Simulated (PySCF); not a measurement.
**CdH: energy against distance**

Set-up: Cd def2-SVPD with ECP28, H def2-SVPD; scalar-relativistic core potentials (PySCF 2.14). Energies in eV from Cd + H in their ground configurations at the same level. State: ²Σ⁺ (doublet), unpaired electrons σ ↑.

```json
{"R (Å)": "1.527", "PBE": "-0.3849"}
{"R (Å)": "1.598", "PBE": "-0.5728"}
{"R (Å)": "1.669", "PBE": "-0.6815"}
{"R (Å)": "1.723", "PBE": "-0.7239"}
{"R (Å)": "1.776", "PBE": "-0.7406"}
{"R (Å)": "1.829", "PBE": "-0.7373"}
{"R (Å)": "1.900", "PBE": "-0.7102"}
{"R (Å)": "1.989", "PBE": "-0.6517"}
{"R (Å)": "2.096", "PBE": "-0.5626"}
{"R (Å)": "2.238", "PBE": "-0.4362"}
```

**Question.** Put a parabola through the three lowest points of the PBE curve and estimate Re, k and ωe (reduced mass 0.999 u; 1 eV/Å² = 0.16022 mdyn/Å; ωe = 1302.8·√(k/μ) cm⁻¹).

**Answer.** Through R = 1.723, 1.776, 1.829 Å the second-order coefficient is 3.56 eV/Å², so Re ≈ 1.794 Å, k ≈ 1.14 mdyn/Å and ωe ≈ 1392 cm⁻¹. A polynomial fit of higher order to the unrounded PBE energies gives Re = 1.792 Å, k = 1.03 mdyn/Å, ωe = 1324 cm⁻¹; anharmonicity and rounding make the difference.

The higher-order fit for each curve: PBE: Re = 1.792 Å, ωe = 1324 cm⁻¹, De = 0.74 eV.

Spin–orbit coupling is left out. The state is the lowest determinant that a PBE0 search found; another state may lie lower at other levels.
